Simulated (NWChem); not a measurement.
System: C2H5BeF; SMILES C[CH2][Be][F]

```xyz
9

Be    -0.1747     0.8640     0.0012
F      0.1947     2.2123    -0.0002
C     -0.6361    -0.7507     0.0000
C      0.4939    -1.7993     0.0001
H     -1.2992    -0.9100    -0.8829
H     -1.3031    -0.9129     0.8792
H      1.1468    -1.7049     0.8929
H      1.1513    -1.6993    -0.8888
H      0.1036    -2.8395    -0.0042
```
Atoms are numbered in this order, from 1.

Results from NWChem. All runs use the structure optimised with PBE-D3(BJ)/def2-SVP. Hybrids' shares of exact exchange are those that their runs print; pure functionals count as 0. The functionals differ in more than this share.

```csv
row,share of exact exchange,highest occupied level (eV)
PBE/def2-TZVP,0.00,-6.80
RPBE/def2-TZVP,0.00,-6.77
B3LYP/def2-TZVP,0.20,-7.94
MPW1K/def2-TZVP,0.43,withheld
BHandHLYP/def2-TZVP,0.50,-9.41
```

Fit a straight line of the last column on the one before it, predict the withheld value, and compare with the run.


1. Means of the 4 shown rows: x = 0.175, y = -7.730. Slope Σ(x − x̄)(y − ȳ)/Σ(x − x̄)² = -0.8820/0.1675 = -5.266; intercept -6.808.
2. The shown rows scatter about the line by 0.047 (root mean square); the largest residual is -0.08, at B3LYP/def2-TZVP.
3. At x = 0.43 (MPW1K/def2-TZVP; inside the shown range) the line gives -9.07.
4. The run gives -9.14, -0.07 from the line, 1.5 times the scatter.
